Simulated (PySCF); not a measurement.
Isomers of C5H6O2Si.

All values: PBE0/def2-SVPD (PySCF) at GFN2-xTB geometries, gas phase, one conformer each. Core orbitals are frozen in the response; Δα² is half the sum of the squared differences of the principal polarisabilities.

Task: Rank by HOMO–LUMO gap, highest first.
A. `[O:1]=[C:2]1[CH:3]=[CH:4][C:5](=[O:6])[CH:7]1[SiH3:8]` with O1–C2–C3–C4 172°, C3–C4–C5–O6 -172°, C4–C5–C7–Si8 105°, O1–C2–C7–C5 -168°
B. `[O:1]=[CH:2][O:3][C:4]1=[CH:5][SiH2:6][CH:7]=[CH:8]1` with O1–C2–O3–C4 0°, C2–O3–C4–C5 0°
C. `[CH3:1][SiH:2]1[C:3](=[O:4])[CH:5]=[CH:6][C:7]1=[O:8]` with C1–Si2–C3–O4 37°, Si2–C3–C5–C6 18°, C5–C6–C7–O8 159°, C1–Si2–C7–C6 140°
D. `[CH3:1][SiH2:2][C:3]#[C:4][C:5](=[O:6])[CH:7]=[O:8]` with C4–C5–C7–O8 0°

Result: B (5.19 eV), A (4.72 eV), D (4.54 eV), C (3.85 eV).

All values together:

| SMILES | μ (D) | HOMO (eV) | LUMO (eV) | α (Å³) | Δα (Å³) |
| --- | --- | --- | --- | --- | --- |
| O=COC1=C[SiH2]C=C1 | 2.03 | -6.94 | -1.75 | 13.10 | 7.17 |
| O=C1C=CC(=O)C1[SiH3] | 1.76 | -7.60 | -2.88 | 12.88 | 4.91 |
| C[SiH2]C#CC(=O)C=O | 2.40 | -7.89 | -3.35 | 13.99 | 9.37 |
| C[SiH]1C(=O)C=CC1=O | 1.24 | -6.67 | -2.82 | 13.27 | 5.71 |

Conformers: `[O:1]=[CH:2][O:3][C:4]1=[CH:5][SiH2:6][CH:7]=[CH:8]1` with O1–C2–O3–C4 0°, C2–O3–C4–C5 0°; `[O:1]=[C:2]1[CH:3]=[CH:4][C:5](=[O:6])[CH:7]1[SiH3:8]` with O1–C2–C3–C4 172°, C3–C4–C5–O6 -172°, C4–C5–C7–Si8 105°, O1–C2–C7–C5 -168°; `[CH3:1][SiH2:2][C:3]#[C:4][C:5](=[O:6])[CH:7]=[O:8]` with C4–C5–C7–O8 0°; `[CH3:1][SiH:2]1[C:3](=[O:4])[CH:5]=[CH:6][C:7]1=[O:8]` with C1–Si2–C3–O4 37°, Si2–C3–C5–C6 18°, C5–C6–C7–O8 159°, C1–Si2–C7–C6 140°.
